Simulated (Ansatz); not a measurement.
Li(Cl) cation (ClLi), SMILES [Li][Cl] (connectivity only; charge and spin as stated), charge +1, multiplicity 2.

The structure is a stationary point at PBE-D3(BJ)/def2-TZVPD. The spin state was assumed, not searched.

Two levels are set side by side: PBE/def2-TZVPD (Ansatz, a quantum-chemistry and plane-wave program) and ωB97X-V/def2-TZVPD (Ansatz). Energy differences of separate SCF runs at the same geometry; the states with an electron removed or added have multiplicity 3 and 1. Differences are taken from unrounded values.

| quantity | ωB97X-V |
|---|---|
| vertical ionisation energy (eV) | 18.94 |
| vertical electron affinity (eV) | 9.36 |

Q: What does PBE give, and how far is it from ωB97X-V? (An estimate is asked for; the answer gives what the named calculation found.)

A: 
```
quantity                           PBE  PBE minus ωB97X-V
-------------------------------  -----  -----------------
vertical ionisation energy (eV)  18.88              -0.06
vertical electron affinity (eV)   9.41               0.05
```

Here PBE gives about what the other level gives.
